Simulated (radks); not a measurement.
Neutral germanium inside a hard spherical wall (all orbitals vanish at R), configuration held at [Ar] 3d10 4s2 4p2 and not refilled when levels cross. Method: scalar-relativistic Kohn-Sham, LDA (Slater exchange, Perdew-Wang correlation), spin-unpolarised, spherical densities, finite nucleus; Fermi nuclear charge, rms radius 4.0742 fm; computed with a radial shooting solver on a logarithmic mesh with Libxc functionals. Eigenvalues in eV, with the zero of energy where the potential of the charges vanishes at infinity; a dash marks a level that is unbound or too diffuse for the functional's potential to be trusted. A positive occupied level is held by the wall or, in an anion where self-interaction has pushed it up, behind a barrier. The pressure on the wall is -dE/dV.

R (bohr)  E (hartree)  kinetic (hartree)    e(3p)    e(3d)    e(4s)   e(4p)  e(5s, empty)  e(5p, empty)  pressure (GPa)
free      -2095.88676           2133.010  -115.39  -29.560  -11.946  -4.047        -0.451             -               0
20        -2095.88676           2133.010  -115.39  -29.560  -11.946  -4.047        -0.439         0.363        < 0.0001
15        -2095.88676           2133.010  -115.39  -29.559  -11.945  -4.046        -0.369         0.691        < 0.0001
12        -2095.88672           2133.011  -115.38  -29.553  -11.940  -4.041        -0.162         1.270        0.000794
8         -2095.88337           2133.035  -115.14  -29.316  -11.751  -3.843         1.574         4.472           0.134
7         -2095.87672           2133.075  -114.83  -29.010  -11.515  -3.569         3.128         6.846           0.525
5         -2095.78796           2133.505  -112.63  -26.844   -9.813  -1.356        12.818        19.510            11.2
4         -2095.53553           2134.523  -109.17  -23.463   -6.693   2.836        28.595        38.017            68.4
2.5       -2092.55890           2144.304  -91.707   -6.364   18.048  33.566        127.42        144.24            2190
2         -2087.24238           2160.614  -73.551   12.284   55.025  75.807        245.45        264.82           10600
1.5       -2067.86629           2217.197  -28.913   60.973   173.31  201.21        554.31        569.45           77600
